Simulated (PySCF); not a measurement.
## Where the electron goes

Compound: C5H5F3O2.
Cartesian coordinates in Å at the PBE0-D3(BJ)/def2-SVP level; atoms count from 1:
```xyz
15
C5H5F3O2 angstrom
F      3.2361    1.5021   -0.4994
C      2.4014    0.5622   -0.1060
F      2.6304    0.3030    1.1837
F      2.6645   -0.5538   -0.7827
O      1.1510    1.0055   -0.3191
C      0.0860    0.1927   -0.0186
C      0.0211   -0.9655    0.6453
O     -1.2310   -1.4755    0.7181
C     -2.1225   -0.5484    0.0836
C     -1.2700    0.5954   -0.4981
H      0.8047   -1.5539    1.1189
H     -2.6867   -1.0938   -0.6875
H     -2.8371   -0.1904    0.8411
H     -1.5637    1.5855   -0.1121
H     -1.3102    0.6511   -1.5993
```

Method: TDDFT CAM-B3LYP/def2-SVPD, vertical, gas phase, core orbitals frozen in the response in PySCF 2.14.0, density-fitted response routines.

Kohn–Sham orbitals with the atoms that hold most of them (Löwdin shares over 4%, at most four atoms; ? is withheld):

```
orbital  ε (eV)                            atoms
 LUMO+2    1.64   C2 17%, O5 13%, C9 10%, F1 10%
 LUMO+1    1.41   C7 25%, C6 20%, O8 11%, H11 8%
   LUMO       ?                                ?
   HOMO   -7.63   O8 27%, C6 26%, C7 20%, O5 10%
 HOMO-1  -11.39                                ?
 HOMO-2  -11.53   O8 35%, C9 17%, C10 13%, C7 9%
 HOMO-3  -12.57  C10 23%, O5 18%, C6 13%, O8 12%
```

(1) Give the leading atoms of the LUMO.

(2) Give the leading atoms of the HOMO-1.

(3) What is the LUMO energy, and the HOMO–LUMO gap?

## Answers

(1) C9 (bonded to C, O and 2 H) 17%; C10 (bonded to 2 C and 2 H) 14%; C7 (bonded to C, O and H) 8%; H14 (bonded to C) 8%. By element: carbon 40% or more, hydrogen 8% or more.

(2) O8 (bonded to 2 C) 24%; C9 (bonded to C, O and 2 H) 18%; O5 (bonded to 2 C) 14%; C7 (bonded to C, O and H) 11%. By element: oxygen 39%, carbon 29% or more.

(3) ε(LUMO) = 1.17 eV; the gap is 8.79 eV (0.3231 hartree).

**Question.** The HOMO–LUMO gap is 8.79 eV. Where does the response calculation put the lowest singlet, and from which orbitals?

**Answer.** S1 is at 5.84 eV (f = 0.0038), 2.95 eV below the gap, made of HOMO→LUMO (89%). 

**Question.** One configuration dominates each of S1 and S2. Which, and how do the shares of the two leading atoms of either orbital change from the occupied to the empty one?

**Answer.** 
- S1 (5.84 eV, f 0.0038), HOMO→LUMO (89%): O8 27% → at most 8%, C6 26% → at most 8%, C9 at most 11% → 17%, C10 at most 11% → 14%
- S2 (6.03 eV, f 0.152), HOMO→LUMO+1 (97%): O8 27% → 11%, C6 26% → 20%, C7 20% → 25%

One conformer stands for the species.
